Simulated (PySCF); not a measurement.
**Basis and Hamiltonian dependence of the excitation energy of Fe⁺**

Fe⁺ [Ar] 3d6 4s1 (6D) → Fe⁺ [Ar] 3d6 4p1 (high-spin determinant). All values are computed (PySCF 2.14, energy differences of UHF-based or UKS calculations, no spin-orbit coupling). Values in eV.

| basis | Hamiltonian | functions | UHF | LDA | PBE0 | MP2 (valence) | CCSD(T) (valence) | CCSD(T) (valence and next inner shell) |
| --- | --- | --- | --- | --- | --- | --- | --- | --- |
| aug-cc-pVDZ | non-relativistic | 59 | 4.402 | 4.798 | 4.616 | 4.615 | 4.589 | n/a |
| ANO-RCC-VTZP | spin-free X2C | 59 | 4.567 | 4.966 | 4.782 | 4.720 | 4.704 | 4.789 |
| x2c-TZVPPall | spin-free X2C | 64 | 4.574 | 4.993 | 4.802 | 4.781 | 4.751 | 4.863 |
| def2-TZVPPD | non-relativistic | 67 | 4.393 | 4.806 | 4.618 | 4.599 | 4.572 | 4.681 |
| x2c-TZVPPall with one added diffuse shell each of s, p, d, f type | spin-free X2C | 80 | 4.534 | 4.977 | 4.776 | 4.760 | 4.737 | 4.847 |
| aug-cc-pVTZ | non-relativistic | 93 | 4.398 | 4.847 | 4.646 | 4.631 | 4.614 | n/a |
| dyall-av2z | non-relativistic | 101 | 4.416 | 4.847 | 4.642 | 4.610 | 4.586 | n/a |
| aug-cc-pVTZ with one added diffuse shell each of s, p, d, f, g type | non-relativistic | 118 | 4.398 | 4.845 | 4.644 | 4.631 | n/a | n/a |
| aug-cc-pVQZ-DK | spin-free X2C | 140 | 4.537 | 5.009 | 4.804 | 4.788 | n/a | n/a |

Frozen in the all-electron rows: valence: [Ar]; valence and next inner shell: [Ne].

One determinant mixes LS terms of the configuration, so the numbers do not refer to single terms. Non-relativistic rows lack the scalar-relativistic shift.
